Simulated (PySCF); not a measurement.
Molecular orbitals of SbP⁺

PBE0 at R = 2.314 Å; basis Sb def2-SVPD with ECP28, P def2-SVPD; scalar-relativistic core potentials; PySCF 2.14. State: ²Π (doublet), unpaired electrons π ↑. Only the outer orbitals are listed, counted within each symmetry, core potentials removing the inner ones.

```
spin  orbital  occ.  ε (eV)  on Sb (%)           main shells (%)
   α       7σ     1  -24.34         37           56 P s, 33 Sb s
   α       8σ     1  -19.73         58           55 Sb s, 38 P s
   α       4π     1  -14.17         37           60 P p, 35 Sb p
   α       9σ     1  -14.06         46           49 P p, 38 Sb p
   α       4π     1  -13.44         38           59 P p, 37 Sb p
   α       5π     0   -9.75         62           61 Sb p, 37 P p
   α       5π     0   -9.14         61           59 Sb p, 38 P p
   α      10σ     0   -5.62         59  43 Sb p, 30 P p, 12 Sb d
   β       7σ     1  -23.55         45           49 P s, 41 Sb s
   β       8σ     1  -19.24         53           48 Sb s, 43 P s
   β       9σ     1  -13.86         45           49 P p, 39 Sb p
   β       4π     1  -13.13         52           50 Sb p, 46 P p
   β       4π     0  -11.17         58           57 Sb p, 40 P p
   β       5π     0   -8.96         49           50 P p, 46 Sb p
   β       5π     0   -8.46         44           55 P p, 39 Sb p
```

Problem. Which are the highest filled and the lowest empty level, where do they sit, and how wide is the gap?

Solution. Highest filled β 4π at -13.13 eV (in %: 50 Sb p, 46 P p); lowest empty β 4π at -11.17 eV (in %: 57 Sb p, 40 P p); the gap at PBE0 is 1.96 eV. Both belong to one degenerate shell, split only by its one-sided filling, so this is no excitation gap.

```json
{
 "bond order (Mayer)": "2.40",
 "⟨S²⟩": "0.770",
 "charge on Sb (Mulliken, basis-dependent)": "0.89",
 "charge on Sb (Löwdin, basis-dependent)": "0.71",
 "dipole moment (positive dipole points towards P; it is taken about the centre of mass and depends on that origin)": "0.73 D",
 "polarisability along the bond": "83.1 bohr³",
 "polarisability across the bond": "41.3 bohr³"
}
```

Spin–orbit coupling is left out. The state was picked by a PBE0 search and need not be the measured ground state.
